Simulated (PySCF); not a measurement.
## Spinor energies of Tm⁵²⁺ (thulium, charge +52)

Start: [Ne] 3s2 3p5; 3p1/2 filled at m_j = -1/2, +1/2; 3p3/2 filled at m_j = -1/2, +1/2, +3/2. Calculated with PySCF 2.14 in an even-tempered Gaussian basis (18 s from 14 bohr⁻², ratio 2.4; 14 p from 18 bohr⁻², ratio 2.4; 4 d from 68 bohr⁻², ratio 2.6; 4 f from 100 bohr⁻², ratio 2.6): generalised Hartree-Fock with the X2C-1e Hamiltonian and a Gaussian nucleus; one run each with spin-orbit coupling (SO) switched off, then screened by Boettger's factors.

| spinor shell | electrons | ε, spin-free (eV) | ε, screened SO (eV) | weight of nominal j (screened SO) | rms radius, screened SO (bohr) |
| --- | --- | --- | --- | --- | --- |
| 1s1/2 | 2 | -63374.4 | -63358.0 | 1.000 | 0.0227 |
| 2s1/2 | 2 | -13749.6 | -13743.8 | 1.000 | 0.0906 |
| 2p1/2 | 2 | -12571.8 | -13281.3 | 1.000 | 0.0772 |
| 2p3/2 | 4 | -12571.8 | -12273.2 | 1.000 | 0.0838 |
| 3s1/2 | 2 | -5367.7 | -5365.6 | 1.000 | 0.219 |
| 3p1/2 | 2 | -5006.0 | -5183.9 | 1.000 | 0.208 |
| 3p3/2 | 3 | -5006.0 | -4929.8 | 1.000 | 0.219 |

```tsv
quantity	spin-free	screened SO
E (hartree)	-10874.68171	-10889.11882
M_J	3/2	3/2
⟨J²⟩	3.750	3.750
⟨L²⟩	2.000	2.034
⟨S²⟩	0.750	0.784
```

Each row is a mean over spinors that exchange with the open shell spreads, by up to 25.875 eV (3s1/2).

Breit and QED terms are absent; they matter most for the inner s and p1/2 levels.

Densities and radii are taken from the X2C orbitals without a picture-change correction, which distorts them close to the nucleus.

Without spin-orbit coupling the j labels of p, d and f shells carry no meaning; the spin-free column gives the mean over the occupied spinors of each nl shell.
